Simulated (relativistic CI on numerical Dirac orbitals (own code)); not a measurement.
# One change at a time: Sb¹⁴⁺

Base calculation: Dirac-Coulomb-Breit CI, KLI orbitals optimised for each configuration, a model potential for QED, unscaled Slater integrals.

Configurations in the expansion (outside the closed core [Ar] 3d10): 4s2.4p6.4d, 4s2.4p5.4d2, 4s2.4p6.4f, 4s.4p6.4d2, 4s2.4p6.5s, 4s2.4p5.4d.4f, 4s2.4p6.5p, 4s.4p6.4d.4f, 4s2.4p6.5d, 4s2.4p5.4d.5s, 4s2.4p6.5f, 4s2.4p6.6s, 4s2.4p5.4d.5p, 4s2.4p6.6p, 4s2.4p6.5g, 4s2.4p6.6d, 4s.4p6.4d.5s, 4s2.4p5.4d.5d, 4s2.4p6.6f, 4s2.4p6.7s, 4p6.4d3, 4p5.4d4, 4p5.4d3.4f, 4p6.4d.4f2, 4p5.4d2.4f2, 4p6.4f3, 4p6.4f2.5s, 4p5.4d.4f3, 4p6.4f2.5p, 4s.4p6.4f2, 4s.4p5.4f3. Double excitations out of closed p, d and f shells are left out; levels of such configurations are missing from the list, as are those of other unlisted configurations, and high levels can miss mixing partners. These lack a partner that the ground configuration has and come out too high: 4s2.4p5.4d.5s, 4s2.4p5.4d.5p, 4s2.4p5.4d.5d, 4s2.4p6.5d, 4s2.4p6.5f.

Variants: (1) non-relativistic limit; (2) one mean potential for all configurations. Shifts of the energy above 4s2.4p6.4d 2D_3/2, in cm⁻¹, for the lowest level and the first level of each name with at least 55 % of one term (blank where a level changes its place among those of its configuration and J or its character, or is not in the variant):

| Level | Base | Δ(1) | Δ(2) |
| --- | --- | --- | --- |
| 4s2.4p6.4d 2D_3/2 | 0 | 0 | 0 |
| 4s2.4p6.4d 2D_5/2 | 15101 | -15101 | -7 |
| 4s2.4p5.4d2 4D°_1/2 | 552923 | -21650 | -174 |
| 4s2.4p5.4d2 4D°_3/2 | 556318 | -25045 | -174 |
| 4s2.4p5.4d2 4D°_5/2 | 563581 | -32308 | -174 |
| 4s2.4p5.4d2 4D°_7/2 | 573672 | -42399 | -174 |
| 4s2.4p5.4d2 4G°_9/2 | 582295 | -29888 | -178 |
| 4s2.4p5.4d2 4G°_11/2 | 585431 | -33024 | -176 |
| 4s2.4p5.4d2 4P°_5/2 | 590370 | -34128 | -179 |
| 4s2.4p5.4d2 4P°_1/2 | 607015 | -50773 | -176 |
| 4s2.4p5.4d2 2D°_5/2 | 610161 |  | -179 |
| 4s2.4p5.4d2 2F°_7/2 | 611973 | -40936 | -243 |
| 4s2.4p5.4d2 4F°_9/2 | 614011 | -44045 | -179 |
| 4s2.4p5.4d2 2H°_11/2 | 618856 | -25984 | -176 |

At this charge energies of transitions that change n are usually good to better than 1 %, and those within a shell (Δn = 0) to a few per cent. Levels and lines within the n = 5 or 6 shells can be off by up to 10 % or somewhat more, and those that change n by about 2 %, since core polarisation is missing.

Ionisation energy from the two ground configurations alone: base 317.593 eV. The NIST ASD value (theoretical) is 317 eV.

LS names give the leading component of a level, which can be under half, so a name can repeat, a term be missing and a line seem to break the LS rules.
